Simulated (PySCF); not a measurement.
## Exercise with solution: refractive index and permittivity of the vapour

1-chlorocyclobutene (C4H5Cl), SMILES ClC1=CCC1.

Geometry optimised at PBE-D3(BJ)/def2-SVP.

CAM-B3LYP/def2-TZVP (PySCF) gives a mean static polarisability of 58.0 bohr³ and a dipole moment of 1.65 D. Take an ideal gas at 298.15 K and 0.1 bar, whether or not the substance is that volatile.

Task: Work out n − 1 in the optical limit and the static ε − 1.

Result: 
Polarisability volume α' = 58.0 × 0.148185 = 8.59 Å³. Number density N = p/kT = 2.43e-6 Å⁻³.
Dilute limit of Lorentz–Lorenz: n − 1 = 2π N α' = 0.00013.
Orientation term of Debye: μ²/(3kT) = 8.098 Å³ × μ²(D²) = 22.05 Å³.
ε − 1 = 4π N (α' + μ²/3kT) = 0.00094. Orientation of the dipole supplies 72 % of the static response; it can't follow optical fields. Vibrational polarisation and dispersion are left out.
